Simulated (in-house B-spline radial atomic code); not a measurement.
The numbers below are computed, except where a source is named.
Stopping and range of 30 keV Sn in InSb

The pair potential comes from two frozen, spherical free-atom densities (PBE, B-spline radial code, scalar-relativistic past argon): electrostatics plus the change in Thomas-Fermi kinetic and Dirac exchange energy where they overlap, the recipe behind the universal ZBL potential, which averages such potentials (from solid-state densities) over many pairs. It is written V = (Z1 Z2 e²/r) φ(r/a), with e² = 14.3996 eV·Å and a = 0.46850 Å/(Z1^0.23 + Z2^0.23); ZBL's fit is φ = 0.18175 e^(−3.1998x) + 0.50986 e^(−0.94229x) + 0.28022 e^(−0.4029x) + 0.02817 e^(−0.20162x). Where φ falls below 4e-4 it is continued as an exponential.

The target is taken as amorphous, with density 5.77 g/cm³ (NSM archive of the Ioffe Institute); channelling is ignored. Masses: Sn 118.71, In 114.82, Sb 121.76 u. Nuclear stopping is S_n = 4π a Z1 Z2 e² M1/(M1 + M2) × s_n(ε), with s_n integrated over impact parameters for each pair. Electronic stopping is Lindhard and Scharff's S_e = Z1^(1/6) 8π e² a0 Z1 Z2/(Z1^(2/3) + Z2^(2/3))^(3/2) × v/v0, with a0 = 0.529177 Å and v = v0 at 24.801 keV/u; it misses the oscillations with Z1 seen in experiment, which reach tens of per cent. Compounds add by atom fraction.

| target atom | a (Å) | ε at this energy | s_n, this pair | s_n, ZBL potential |
| --- | --- | --- | --- | --- |
| In | 0.09548 | 0.03992 | 0.2615 | 0.2593 |
| Sb | 0.09504 | 0.03932 | 0.2606 | 0.2582 |

(1) What are the atom density and the stopping powers at entry?

Along the track:

```
E (keV)  N S_n (eV/nm)  N S_e (eV/nm)
    1.5            511           43.1
    4.5            850           74.6
      9           1130            106
     15           1350            136
   22.5           1530            167
     30           1660            193
```

(2) Estimate the path length and the projected range.

## Answers

(1) N = 5.77 × 0.602214/118.29 = 0.02938 atoms/Å³. For In: S_n = 21520 × 0.2615 = 5627 eV·Å², S_e = 3.7488 × √30000 = 649.3 eV·Å². For Sb: S_n = 21650 × 0.2606 = 5641 eV·Å², S_e = 3.8246 × √30000 = 662.4 eV·Å². Averaged over the target's atoms (half each) and times N × 10 Å/nm, the ion loses N S_n = 1660 eV/nm to recoils and N S_e = 193 eV/nm to electrons; the nuclear share is 90 %.

(2) With continuous slowing down the path is the integral of dE/(N (S_n + S_e)). Trapezoids over the table give 22 nm, and the stretch below the first row, with stopping taken as √E, adds 2E/(N S) = 5.4 nm: 27.4 nm in all, against 27.1 nm on a fine grid from 5 eV. Deflections shorten the depth: to first order in the energy passed on, N (S_n + S_e) dR_p/dE = 1 − N S_n (M2/M1) R_p/(2E), summed over the target's atoms, and integrating this on the fine grid gives R_p = 14.9 nm, 0.55 of the path. Lindhard's rule of thumb R/(1 + M2/3M1), with mean M2/M1 = 1.00, gives 20.3 nm. On the ZBL potential the same equation gives 15.1 nm, and the full integral equation, which keeps hard collisions, 15.6 nm.
